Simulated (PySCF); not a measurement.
C₃H₄ClFSi, SMILES FC=C=C([SiH3])Cl.

Geometry: B3LYP-D3(BJ)/def2-SVP. This is a generated structure with no PubChem entry under its InChIKey; it may be hypothetical.

Calculation: TDA-PBE/def2-SVPD in PySCF 2.14.0.

Vertical excitations. Gas-phase values at a fixed geometry.

```tsv
state	energy (eV)	λ (nm)	f	main pairs
S1	4.57	271	0.001	HOMO→LUMO 99 %
S2	5.01	247	0.000	HOMO−1→LUMO+1 99 %
S3	5.32	233	0.000	HOMO−2→LUMO 95 %
S4	5.36	231	0.001	HOMO−1→LUMO 46 %, HOMO→LUMO+1 33 %
S5	5.71	217	0.003	HOMO−2→LUMO+1 94 %
S6	6.18	201	0.063	HOMO→LUMO+2 69 %, HOMO−1→LUMO 11 %
S7	6.30	197	0.016	HOMO−1→LUMO+2 86 %
S8	6.34	195	0.106	HOMO−3→LUMO 49 %, HOMO→LUMO+1 14 %, HOMO→LUMO+2 8 %
S9	6.51	191	0.001	HOMO−3→LUMO+1 72 %, HOMO−4→LUMO 25 %
S10	6.56	189	0.137	HOMO→LUMO+3 46 %, HOMO−3→LUMO 22 %, HOMO−4→LUMO 7 %
T1	3.89	319	0	HOMO−1→LUMO 80 %, HOMO→LUMO+1 16 %
T2	4.02	308	0	HOMO→LUMO+1 81 %, HOMO−1→LUMO 16 %
T3	4.13	300	0	HOMO→LUMO 99 %
T4	4.60	269	0	HOMO−1→LUMO+1 99 %
```
Triplets are in the Tamm–Dancoff approximation.
